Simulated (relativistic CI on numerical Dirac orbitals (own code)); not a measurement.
# Mn2+ in a cubic cluster: 1s photoemission with charge transfer

Computed with a charge-transfer multiplet model of a cubic metal-ligand cluster with up to 3 ligand holes, Slater and spin-orbit integrals from Dirac-Coulomb-Breit ions, Slater integrals scaled by 0.8. The parameters are those of a tetrahedral site (10Dq negative, t2 hopping the larger). The ground state mixes d5 with configurations of k ligand holes L, whose averages lie at kΔ + k(k − 1)U_dd/2; a core hole lowers each added d electron by U_cd. 20 K, Lorentzian 1.1 eV and Gaussian 0.6 eV FWHM.

Atomic integrals in eV (Slater integrals scaled, ζ unscaled), ground: F2dd 8.204, F4dd 5.095, zeta_d 0.037; with the core hole: F2dd 9.649, F4dd 6.032, zeta_d 0.058, G2cd 0.049.

Cluster parameters (eV): Δ = 2.6, U_dd = 6.7, 10Dq = -0.5, 10Dq(ligand) = 0, V(eg) = 1.18, V(t2g) = -2, final-state hopping factor = 1.

| Case | n_d | d5 | d6L | d7L2 | d8L3 | S |
| --- | --- | --- | --- | --- | --- | --- |
| U_cd = 7.4 eV | 5.33 | 0.69 | 0.29 | 0.02 | 0.00 | 2.50 |
| U_cd = 8 eV | 5.33 | 0.69 | 0.29 | 0.02 | 0.00 | 2.50 |
| U_cd = 8.6 eV | 5.33 | 0.69 | 0.29 | 0.02 | 0.00 | 2.50 |

Weights, n_d and S are thermal averages at 20 K. Binding energies count from the first peak over 30 % of the highest in each spectrum, which can be another peak from case to case. The parameters are a model scan and need not match a compound or its usual spin state. Peaks in eV (height, largest 100):
- U_cd = 7.4 eV: 0.0 (100), 7.0 (43), 11.9 (5)
- U_cd = 8 eV: 0.0 (100), 7.0 (49), 11.9 (10)
- U_cd = 8.6 eV: 0.0 (100), 7.1 (53), 12.2 (16)

For the case U_cd = 7.4 eV, Δ = 2.6 eV is smaller than U_dd = 6.7 eV, the charge-transfer side of the Zaanen-Sawatzky-Allen scheme. With the core hole the configuration with one ligand hole lies at Δ − U_cd = -4.8, -5.4, -6.0 eV from the one without, in the order of the table; where this is negative the screened configuration lies lower, though the effective hopping of about 3.7 eV (from the holes of the mixed ground state) mixes the two strongly wherever it is as large as the gap.
